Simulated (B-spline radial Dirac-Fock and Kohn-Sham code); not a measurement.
**How the settings move the core levels of Pb⁴⁺**

ΔSCF core binding energies without Breit or QED terms, calculated with a B-spline atomic structure program. Keys: rel is the Hamiltonian (dirac, or spin-free x2c and nr, where L3 and M5 stand for the whole 2p and 3d shells), method is hf or an exchange,correlation pair (spin-unpolarised, also for the hole states), nuc the nuclear model, radius_factor scales its radius, rmax is the box in bohr, h the logarithmic mesh step, order the B-spline order, points the quadrature points per cell, c_factor scales the speed of light, and damp, ndamp, maxit and tol steer the iteration. The run stops when the commutator error falls below 10·tol·max(1, Z/10), or the numerical noise floor, and the energy has settled to about 1e-8 Ha; the virial ratio is −V/T.

Base input:

```json
{"items": [{"Z": 82, "q": 4, "cfg": [[1, 0, 2], [2, 0, 2], [2, 1, 6], [3, 0, 2], [3, 1, 6], [3, 2, 10], [4, 0, 2], [4, 1, 6], [4, 2, 10], [4, 3, 14], [5, 0, 2], [5, 1, 6], [5, 2, 10]], "A": 208, "rrms": 5.5012, "do": "settings", "holes": ["K", "L3", "M5"],
  "settings": [{"rel": "dirac", "method": "hf", "nuc": "fermi", "radius_factor": 1.0, "rmax": 45.0, "h": 0.3, "order": 8, "points": 10, "c_factor": 1.0, "maxit": 60, "damp": 0.5, "ndamp": 3, "tol": 1e-08}]}]}
```

The ground state converged in 10 iterations, with total energy -20910.40140 Ha, virial ratio 1.86033 and highest orbital energy -68.53 eV. ΔSCF binding energies: K (1s) 88544.7 eV, L3 (2p3/2) 13124.8 eV, M5 (3d5/2) 2538.7 eV.

Changes from the base run:

```
                             changed setting  Δ total energy (Ha)  Δ K (eV)  Δ L3 (eV)  Δ M5 (eV)  iterations
                                  rel = "nr"                    ?         ?          ?          ?           ?
     rel = "nr"; rmax = 25.0; c_factor = 2.0          +1389.39526  -8983.51     -92.52     +62.99          10
                             method = "lda,"            +11.00798    -13.16     -51.62     -21.30          10
                                 rmax = 25.0              0.00000      0.00       0.00       0.00          10
                                  damp = 0.8              0.00000      0.00       0.00       0.00          10
                              nuc = "sphere"             +0.01123     -0.12       0.00       0.00          10
radius_factor = 0.8; rmax = 25.0; damp = 0.8             -1.76367    +19.25      -0.11      -0.03          10
```

Question: What does the change rel = "nr" do?

Answer: The total energy moves by +1389.39526 Ha and the binding energies by K -8983.51 eV, L3 -92.52 eV, M5 +62.99 eV; the run takes 10 iterations.
